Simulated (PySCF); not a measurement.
Yb⁶³⁺: ionisation energy

Yb⁶³⁺ [He] 2s2 2p3 (4S) → Yb⁶⁴⁺ [He] 2s2 2p2 (3P), as a difference of total energies. All numbers are calculated (PySCF 2.14, scalar relativity by spin-free X2C-1e, in an uncontracted even-tempered set (18 s from 42 bohr⁻², ratio 2.2; 13 p from 54 bohr⁻², ratio 2.2; 5 d from 200 bohr⁻², ratio 2.4; 5 f from 300 bohr⁻², ratio 2.4; 4 g from 450 bohr⁻², ratio 2.4)). Correlated levels: nothing frozen; virtual orbitals above 40 to 60 times the deepest correlated orbital energy dropped. The calculations carry no spin-orbit coupling.

| method | ionisation energy (eV) |
| --- | --- |
| UHF | 15161.2 |
| MP2 (all electrons) | 15161.4 |
| SCS-MP2 (all electrons) | 15160.8 |
| CCSD (all electrons) | 15161.1 |
| CCSD(T) (all electrons) | 15161.1 |

Spin-orbit coupling is strong in these open shells (close to jj coupling). The scalar numbers leave it out and a first-order estimate fails, so it can dominate the gap to the real levels.

For this ion Breit and QED terms and the two-electron picture change, all absent here, outweigh the differences among the correlated methods.

For comparison: 14752 ± 19 eV (theoretical estimate listed by NIST; NIST Atomic Spectra Database, ionization energies).
